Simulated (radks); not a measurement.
Values are calculated unless marked as measured or tabulated.
Question: Sb+, configuration [Kr] 4d10 5s2 5p2 (the NIST ground configuration). Code: a radial shooting solver on a logarithmic mesh with Libxc functionals. Model: scalar-relativistic Kohn-Sham, SCAN, spin-unpolarised, spherical densities, finite nucleus; meta-GGA in the generalised Kohn-Sham scheme; Fermi nuclear charge, rms radius 4.6802 fm. Some entries of the table are withheld. Estimate them.

orbital  occ.  eigenvalue (hartree)  <r^2> (bohr^2)  <1/r> (bohr^-1)
1s          2             -1116.005        0.001094            54.32
2s          2             -170.7183         0.01771            12.43
2p          6                   (1)         0.01401            11.92
3s          2                   (2)          0.1243            4.437
3p          6             -28.20888          0.1250            4.215
3d         10             -19.43237          0.1106            3.976
4s          2              -5.93610          0.7087            1.750
4p          6                   (3)          0.8299            1.596
4d         10              -1.57542           1.251            1.294
5s          2              -0.77471           5.283           0.5975
5p          2              -0.44393           8.032           0.4802

Answer: 
(1) 2p eigenvalue (hartree): -153.1576
(2) 3s eigenvalue (hartree): -33.98294
(3) 4p eigenvalue (hartree): -4.16041
